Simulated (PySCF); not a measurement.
## Sr⁺ (strontium, charge +1) across methods

[Kr] 5s1, 2S determinant. Computed with PySCF 2.14 in dyall-av2z, with the non-relativistic Hamiltonian (point nucleus).

```tsv
method	E (hartree)	mean ε 4p α (eV)	mean ε 4p β (eV)	mean ε 5s α (eV)	Σ⟨r²⟩ (bohr²)	⟨S²⟩
r2SCANh	-3133.15	-30.555	-30.458	-8.830	44.66	0.750
LDA	-3129.23	-29.281	-29.161	-8.739	43.94	0.750
UHF	-3131.36653	-35.853	-35.742	-10.321	45.91	0.750
TPSSh	-3133.04	-30.202	-30.075	-8.643	44.66	0.750
BP86	-3133.47	-29.267	-29.146	-8.731	44.06	0.750
PBE0	-3132.84	-31.145	-31.010	-9.092	44.52	0.750
PBE	-3132.73	-29.184	-29.039	-8.542	44.34	0.750
```

Problem. Estimate the same row for r2SCAN.

Solution. E (hartree) = -3133.14; mean ε 4p α (eV) = -29.872; mean ε 4p β (eV) = -29.777; mean ε 5s α (eV) = -8.609; Σ⟨r²⟩ (bohr²) = 44.67; ⟨S²⟩ = 0.750.

A non-relativistic calculation at this Z misses sizeable relativistic shifts.
